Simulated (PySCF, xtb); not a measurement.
C₃H₅, SMILES C([CH2])=C, multiplicity 2.

Harmonic wavenumbers (cm⁻¹) from GFN2-xTB in xtb at its own minimum, in rising order: 426, 512, 513, 762, 781, 910, 992, 1034, 1264, 1271, 1373, 1467, 1489, 3047, 3112, 3116, 3149, 3157.

Q: What does PySCF 2.14.0 with ωB97X-D3(BJ)/def2-TZVP give at its own minimum? (Estimate from the structure and the level; the computed values follow.)

A: 432, 536, 561, 808, 832, 940, 1023, 1048, 1189, 1287, 1426, 1517, 1531, 3166, 3167, 3175, 3266, 3269. Paired by order, the mean absolute difference is 53 cm⁻¹ and the zero-point energies are 40.6 and 41.7 kcal/mol.
